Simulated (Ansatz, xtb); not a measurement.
# Relative energy of two isomers of C4H6F3NSi

We compare a, `FC(F)(F)/C=C\C=N\[SiH3]`, a singlet, with b, `C=NCC([SiH2]F)=C(F)F`, a singlet. Both are isolated molecules in the gas phase, relaxed with PBE-D3(BJ)/def2-SVP, each in the lowest conformer that the search found.

Quicker runs give these differences E(b) − E(a): GFN2-xTB −21.6 kcal/mol; HF/STO-3G −3.5 kcal/mol (at GFN2-xTB geometries); r2SCAN-D4/def2-SVP −14.0 kcal/mol (at GFN2-xTB geometries).

Question: Estimate E(b) − E(a) at the level CCSD(T)/def2-SVP + ΔMP2/def2-TZVPP.

Answer: Calculated at CCSD(T)/def2-SVP + ΔMP2/def2-TZVPP: E(b) − E(a) = −18.8 kcal/mol, so structure b lies lower.

Level by level:

```json
{"level": "GFN2-xTB", "geometry": "GFN2-xTB", "E(b) − E(a) (kcal/mol)": "−21.6", "departure from the last row (kcal/mol)": "−2.8", "job, with rough time for the two": "optimisation, 0.49 s"}
{"level": "HF/STO-3G", "geometry": "GFN2-xTB", "E(b) − E(a) (kcal/mol)": "−3.5", "departure from the last row (kcal/mol)": "+15.3", "job, with rough time for the two": "single point, 0.52 s"}
{"level": "r2SCAN-D4/def2-SVP", "geometry": "GFN2-xTB", "E(b) − E(a) (kcal/mol)": "−14.0", "departure from the last row (kcal/mol)": "+4.7", "job, with rough time for the two": "single point, 4.3 s"}
{"level": "PBE-D3(BJ)/def2-SVP", "geometry": "PBE-D3(BJ)/def2-SVP", "E(b) − E(a) (kcal/mol)": "−14.4", "departure from the last row (kcal/mol)": "+4.4", "job, with rough time for the two": "optimisation, 49 s"}
{"level": "HF/def2-SVP", "geometry": "PBE-D3(BJ)/def2-SVP", "E(b) − E(a) (kcal/mol)": "−12.0", "departure from the last row (kcal/mol)": "+6.8", "job, with rough time for the two": "part of the CCSD(T) run"}
{"level": "MP2/def2-SVP", "geometry": "PBE-D3(BJ)/def2-SVP", "E(b) − E(a) (kcal/mol)": "−16.6", "departure from the last row (kcal/mol)": "+2.2", "job, with rough time for the two": "part of the CCSD(T) run"}
{"level": "CCSD(T)/def2-SVP", "geometry": "PBE-D3(BJ)/def2-SVP", "E(b) − E(a) (kcal/mol)": "−14.8", "departure from the last row (kcal/mol)": "+3.9", "job, with rough time for the two": "single point"}
{"level": "CCSD(T)/def2-SVP + ΔMP2/def2-TZVPP", "geometry": "PBE-D3(BJ)/def2-SVP", "E(b) − E(a) (kcal/mol)": "−18.8", "departure from the last row (kcal/mol)": "", "job, with rough time for the two": "single point, 2.9 min"}
```

As drawn, b has 1 C–N, 1 C–Si, 1 F–Si, 1 C–H in place of 1 C–F, 1 C–C, 1 N–Si, 1 Si–H.

The levels shown agree on the order. The largest departure from CCSD(T)/def2-SVP + ΔMP2/def2-TZVPP is that of HF/STO-3G, 15.3 kcal/mol. The last row adds to CCSD(T) the change of the MP2 difference between the two basis sets, here −3.9 kcal/mol, a large step that makes the value less sure.

With thermal terms from frequencies at re-optimised GFN2-xTB minima (ideal gas, soft modes damped towards free rotors, one conformer each, 298.15 K, 1 atm): on the last row, ΔE + ΔZPE = −16.7, ΔH = −16.6, ΔG = −17.0 kcal/mol.

The correlated steps freeze 13 core orbitals. Run with Ansatz 0.2.0, xtb 6.7.1; the last row on 4 threads of Arm Neoverse V1 on a shared host.
